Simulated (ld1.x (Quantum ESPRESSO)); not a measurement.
## An all-electron radial function and its pseudo partner (molybdenum)

Columns: radius, all-electron u(r) and pseudo u(r) of the 4s shell (level -64.30 eV) of molybdenum in the configuration [Ar] 3d10 4s2 4p6 4d5 5s1 5p0; PBEsol, scalar-relativistic, PAW scheme, ld1.x (Quantum ESPRESSO) 7.5.

```
r (bohr)  all-electron   pseudo
   0.115       -0.3709  -0.2997
   0.230        0.3381  -0.5813
   0.345        0.5860  -0.8286
   0.460        0.2370  -1.0283
   0.575       -0.2743  -1.1716
   0.690       -0.6998  -1.2549
   0.805       -0.9676  -1.2794
   0.920       -1.0880  -1.2512
   1.035       -1.0979  -1.1798
   1.150       -1.0369  -1.0773
   1.265       -0.9370  -0.9564
   1.380       -0.8208  -0.8292
   1.495       -0.7030  -0.7057
   1.610       -0.5920  -0.5924
   1.725       -0.4922  -0.4922
   1.840       -0.4051  -0.4051
   1.955       -0.3309  -0.3309
   2.070       -0.2685  -0.2685
   2.185       -0.2168  -0.2168
   2.300       -0.1743  -0.1743
   2.415       -0.1396  -0.1396
   2.530       -0.1115  -0.1115
   2.645       -0.0889  -0.0889
   2.760       -0.0707  -0.0707
   2.875       -0.0561  -0.0561
   2.990       -0.0445  -0.0445
```

Question: How many radial nodes do the two functions have?

Answer: The all-electron 4s function has n − l − 1 = 3 (the table is too coarse to show those close to the nucleus); the pseudo-wave has 0, since the states of the same l below it are removed with the core.

Question: At about which radius was the pseudo-wave matched?

Answer: 1.70 bohr, where the columns begin to agree (steps of 0.12 bohr).

Question: Where does each function peak?

Answer: Outermost all-electron maximum near 1.03 bohr, pseudo maximum near 0.81 bohr (to the table’s step).

Question: Is the pseudo-wave norm-conserving?

Answer: No, it belongs to a PAW set: the norm inside the radius is not constrained, and the difference is carried by the augmentation charge.
